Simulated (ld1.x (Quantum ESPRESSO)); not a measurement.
# u(r) = r·R(r): atom against pseudo-atom (bismuth)

Columns: radius, all-electron u(r) and pseudo u(r) of the 5d shell (level -30.95 eV) of bismuth in the configuration [Xe] 4f14 5d10 6s2 6p2.5; PBE, scalar-relativistic, TM semilocal scheme, ld1.x (Quantum ESPRESSO) 7.5.

```csv
r (bohr),all-electron,pseudo
0.128,0.2912,0.0091
0.255,-0.4017,0.0673
0.382,-0.4454,0.2006
0.510,-0.0051,0.4022
0.638,0.4654,0.6300
0.765,0.7925,0.8291
0.893,0.9659,0.9617
1.020,1.0186,1.0122
1.148,0.9935,0.9922
1.275,0.9248,0.9258
1.402,0.8351,0.8359
1.530,0.7383,0.7385
1.658,0.6433,0.6433
1.785,0.5555,0.5555
1.912,0.4762,0.4762
2.040,0.4054,0.4054
2.168,0.3436,0.3436
2.295,0.2907,0.2907
2.422,0.2452,0.2452
2.550,0.2062,0.2062
2.678,0.1730,0.1730
2.805,0.1451,0.1451
2.932,0.1216,0.1216
3.060,0.1016,0.1016
3.188,0.0849,0.0849
3.315,0.0709,0.0709
```

Problem. How many radial nodes do the two functions have?

Solution. The all-electron 5d function has n − l − 1 = 2; the pseudo-wave has 0, since the states of the same l below it are removed with the core.

Problem. At about which radius was the pseudo-wave matched?

Solution. 1.80 bohr. The columns agree to 0.0005 from 1.53 bohr on; several derivatives are matched, so the curves merge somewhat inside the radius.

Problem. Where does each function peak?

Solution. Outermost all-electron maximum near 1.02 bohr, pseudo maximum near 1.02 bohr (to the table’s step).

Problem. Is the pseudo-wave norm-conserving?

Solution. Yes: the TM semilocal scheme keeps the norm inside the radius equal to the all-electron one, which fixes the energy derivative of the logarithmic derivative at the level.
